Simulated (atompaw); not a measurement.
# Reading a pseudo-wave (tungsten)

Columns: radius, all-electron u(r) and pseudo u(r) of the 6s shell (level -6.26 eV) of tungsten in the configuration [Xe] 4f14 5d4 6s1.5 6p0.5; PBE, scalar-relativistic, PAW (atompaw) scheme, atompaw 4.2.0.5.

```
r (bohr)  all-electron  pseudo
   0.115       -0.0898  0.0477
   0.231        0.0150  0.0955
   0.346        0.1888  0.1424
   0.462        0.0905  0.1888
   0.577       -0.0980  0.2338
   0.692       -0.2415  0.2774
   0.808       -0.3019  0.3197
   0.923       -0.2870  0.3599
   1.038       -0.2198  0.3980
   1.154       -0.1213  0.4342
   1.269       -0.0103  0.4677
   1.385        0.1028  0.4988
   1.500        0.2086  0.5271
   1.615        0.3037  0.5525
   1.731        0.3869  0.5752
   1.846        0.4561  0.5947
   1.962        0.5130  0.6112
   2.077        0.5575  0.6246
   2.192        0.5911  0.6348
   2.308        0.6153  0.6419
   2.423        0.6309  0.6459
   2.538        0.6392  0.6467
   2.654        0.6413  0.6444
   2.769        0.6381  0.6390
   2.885        0.6304  0.6305
   3.000        0.6191  0.6191
```

**Question.** How many radial nodes do the two functions have?

**Answer.** The all-electron 6s function has n − l − 1 = 5 (the table is too coarse to show those close to the nucleus); the pseudo-wave has 0, since the states of the same l below it are removed with the core.

**Question.** Is the pseudo-wave norm-conserving?

**Answer.** No, it belongs to a PAW set: the norm inside the radius is not constrained, and the difference is carried by the augmentation charge.
